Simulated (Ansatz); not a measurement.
Au₂O⁺, relaxed as a quartet with UKS r2SCAN-D4/def2-TZVP in Ansatz, starting from the r2SCAN-D4/def2-TZVP geometry of the charge +1 doublet. Force threshold 0.02 eV/Å.

In the def2 sets Au takes a core potential; there is no spin–orbit coupling. The relaxation made no stability test and no search for a lower SCF solution. At r2SCAN-D4/def2-TZVP a doublet of charge 1 lies 1.36 eV below the quartet, each at its own geometry. The structure comes from a short search, and lower isomers may exist.

Start:

```xyz
3

Au    0.325    1.089   -1.273
Au    0.253   -1.301    1.076
O    -0.579    0.212    0.198
```

```tsv
step	energy (eV)	largest force component (eV/Å)	SCF passes
1	-9424.9368	1.008	79
2	-9425.0497	0.459	47
3	-9425.1421	0.768	46
4	-9425.2181	0.737	41
5	-9425.3196	0.149	38
6	-9425.3229	0.011	31
```

Force components are those of the run's own axes.

End:

Cartesian coordinates in Å:
```
Au 0.033 1.379 -1.350
Au -0.029 -1.381 1.348
O -0.005 0.002 0.001
```

By distances, no bond broke or formed. The bond that changes most is Au1–O3, from 1.94 to 1.93 Å (atoms count from 1).

No frequencies were taken in this run, so the end may be a saddle point.

It took 8.5 s on 4 threads of Intel Xeon 6975P-C on a shared host.
